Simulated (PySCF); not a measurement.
**Spinor energies of Pt²⁺ (platinum, charge +2)**

Start: [Xe] 4f14 5d7 6s1; 5d3/2 filled at m_j = +1/2, +3/2; 5d5/2 filled at m_j = -3/2, -1/2, +1/2, +3/2, +5/2; 6s1/2 filled at m_j = +1/2. Calculated with PySCF 2.14 in x2c-TZVPall-2c (11s11p10d2f, 108 functions): generalised Hartree-Fock with the X2C-1e Hamiltonian and a Gaussian nucleus; spin-orbit coupling (SO) screened by Boettger's factors. This is a chosen level, not necessarily the ground level.

```
spinor shell  electrons  ε, screened SO (eV)  weight of nominal j (screened SO)  rms radius, screened SO (bohr)
       1s1/2          2             -78827.8                              1.000                          0.0194
       2s1/2          2             -14015.0                              1.000                          0.0782
       2p1/2          2             -13410.5                              1.000                          0.0663
       2p3/2          4             -11675.9                              1.000                          0.0741
       3s1/2          2              -3377.7                              1.000                           0.200
       3p1/2          2              -3107.2                              1.000                           0.191
       3p3/2          4              -2720.0                              1.000                           0.207
       3d3/2          4              -2274.9                              1.000                           0.182
       3d5/2          6              -2191.7                              1.000                           0.186
       4s1/2          2              -781.06                              1.000                           0.441
       4p1/2          2              -665.22                              1.000                           0.447
       4p3/2          4              -571.68                              1.000                           0.480
       4d3/2          4              -381.72                              1.000                           0.496
       4d5/2          6              -363.46                              1.000                           0.508
       5s1/2          2              -144.65                              1.000                            1.02
       4f5/2          6              -118.13                              0.996                           0.563
       4f7/2          8              -114.50                              0.997                           0.564
       5p1/2          2              -106.36                              0.986                            1.11
       5p3/2          4              -88.279                              0.993                            1.20
       5d3/2          2              -36.635                              0.582                            1.61
       5d5/2          5              -35.341                              0.482                            1.62
       6s1/2          1              -26.747                              0.999                            2.70
```

| quantity | screened SO |
| --- | --- |
| E (hartree) | -18425.66542 |
| M_J | 5 |
| ⟨J²⟩ | 30.009 |
| ⟨L²⟩ | 12.969 |
| ⟨S²⟩ | 5.765 |

Each row is a mean over spinors that exchange with the open shell spreads, by up to 8.147 eV (5p3/2).

Rows whose weight is well below 1 are mixtures of j = l ± 1/2: exchange outweighs spin-orbit coupling there, and the label is only the starting occupation.

Breit and QED terms are absent; they matter most for the inner s and p1/2 levels.

Densities and radii are taken from the X2C orbitals without a picture-change correction, which distorts them close to the nucleus.
